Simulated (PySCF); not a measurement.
Isomers of C8H7NSe. Level of theory: PBE0-D3(BJ)/def2-SVP geometry optimisation, gas phase in PySCF. Energies are electronic, without zero-point or thermal terms, for one conformer each. No frequencies were run at this level. Point groups hold within 0.08 Å.

**Question.** Order them by energy at this level, lowest first, and give relative energies in kJ/mol.
A. `[CH3:1][c:2]1[cH:3][cH:4][c:5]([Se:6][C:7]#[N:8])[cH:9][cH:10]1` with C4–C5–Se6–C7 -1°
B. `[CH2:1]=[CH:2][c:3]1[cH:4][c:5]([C:6]#[C:7][CH3:8])[se:9][n:10]1` with C1–C2–C3–C4 179°

**Answer.** A (0.0), B (193.2).

As drawn, the lower has a C≡N group, which the higher lacks; the higher has a C≡C bond and a C=C bond outside aromatic rings, which the lower lacks.

| SMILES | E (Eh) | E rel (kJ/mol) | dipole (D) | point group | A, B, C (MHz) |
| --- | --- | --- | --- | --- | --- |
| Cc1ccc([Se]C#N)cc1 | -2764.08963 | 0.0 | 4.42 | – | 2468, 519.5, 430.4 |
| C=Cc1cc(C#CC)[se]n1 | -2764.01603 | 193.2 | 3.00 | – | 1967, 525.4, 415.7 |
